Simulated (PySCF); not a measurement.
Compound: nonane, C9H20.
Geometry (PBE0-D3(BJ)/def2-SVP, Å), atoms numbered from 1 in this order:
```
atom  x, y, z in Å
C1    -5.005   -0.066    0.061
C2    -3.677    0.141   -0.649
C3    -2.469   -0.216    0.207
C4    -1.135   -0.016   -0.497
C5     0.072   -0.375    0.358
C6     1.405   -0.183   -0.350
C7     2.609   -0.542    0.512
C8     3.957   -0.436   -0.195
C9     4.335    0.974   -0.625
H10   -5.070    0.549    0.974
H11   -5.857    0.202   -0.581
H12   -5.135   -1.117    0.366
H13   -3.654   -0.460   -1.575
H14   -3.590    1.192   -0.976
H15   -2.488    0.386    1.134
H16   -2.554   -1.268    0.536
H17   -1.049    1.036   -0.826
H18   -1.117   -0.618   -1.424
H19    0.058    0.231    1.282
H20   -0.017   -1.425    0.692
H21    1.484    0.865   -0.689
H22    1.422   -0.795   -1.271
H23    2.481   -1.573    0.885
H24    2.616    0.101    1.411
H25    3.954   -1.101   -1.077
H26    4.739   -0.831    0.474
H27    3.638    1.379   -1.374
H28    4.333    1.666    0.234
H29    5.342    1.001   -1.069
```

The calculation used PBE0-D3(BJ)/def2-SVP geometry optimisation, gas phase (PySCF).

Masses are those of the commonest isotopes; rigid-rotor values at the optimised geometry. The values belong to one conformer with, in the numbering `[CH3:1][CH2:2][CH2:3][CH2:4][CH2:5][CH2:6][CH2:7][CH2:8][CH3:9]`, C1–C2–C3–C4 180°, C2–C3–C4–C5 180°, C3–C4–C5–C6 180°, C4–C5–C6–C7 180°, C5–C6–C7–C8 177°.

(1) What are A, B and C (MHz)?

(2) What kind of rotor is it?

(3) What does the inertial defect say?

(4) List the rotational levels J(Ka,Kc) to J = 3 (K).

## Answers

(1) Ia = 77.52, Ib = 1337.83, Ic = 1372.01 u·Å²; 505379 MHz·u·Å²/I gives A = 6519, B = 377.8, C = 368.3 MHz.

(2) A near-prolate asymmetric top; Ray's κ = -0.997.

(3) Not planar: Δ = Ic − Ia − Ib = -43.34 u·Å². For a rigid frame Δ = −2 Σ m c², so Σ m c² = 21.67 u·Å² lies off the ab plane: 16.15 from hydrogen and 5.52 from heavier atoms. The atom farthest from that plane is 1.45 Å away.

(4) Above 0(0,0), as E/k:
J = 1: 1(0,1) 0.036, 1(1,1) 0.331, 1(1,0) 0.331
J = 2: 2(0,2) 0.107, 2(1,2) 0.402, 2(1,1) 0.403, 2(2,1) 1.287, 2(2,0) 1.287
J = 3: 3(0,3) 0.215, 3(1,3) 0.508, 3(1,2) 0.511, 3(2,2) 1.395, 3(2,1) 1.395, 3(3,1) 2.870, 3(3,0) 2.870

The dipole components are |μa| = 0.03 D, |μb| = 0.01 D, |μc| = 0.03 D.

Question: Estimate the classical rotational partition function at 10 K, 100 K and 298.15 K.

Answer: Point group C1, symmetry number σ = 1; q = (√π/σ)·√((kT/h)³/(ABC)), k/h = 20836.6 MHz/K: 5600 at 10 K, 177000 at 100 K, 911000 at 298.15 K.

PBE0-D3(BJ)/def2-SVP frequencies: not computed here. No vibrational averaging or centrifugal distortion is included, and the geometry carries the error of its method. A rigid rotor knows nothing of internal rotation, which can split or shift real lines.
